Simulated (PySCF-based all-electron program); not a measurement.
Results of a calculation; reference values are marked as such.
# Force along the bond of Sb₂, singlet

Method: all-electron DFT (in-house code on PySCF), basis-limit composite values; Koelling–Harmon scalar relativity, no spin–orbit coupling, spin-restricted. Forces are good to about 0.029 eV/Å. A positive force pushes the atoms apart.

| r (Å) | PBE (eV/Å) |
| --- | --- |
| 2.1078 | ? |
| 2.342 | 3.686 |
| 2.5762 | -1.105 |

**Question.** What does PBE give at the lengths left open?

**Answer.** 2.1078 Å: 14.541 eV/Å.

**Question.** Between which listed lengths does the PBE force vanish, and at which of the two is it smaller?

**Answer.** Between 2.342 and 2.576 Å. The force is smaller at 2.576 Å.
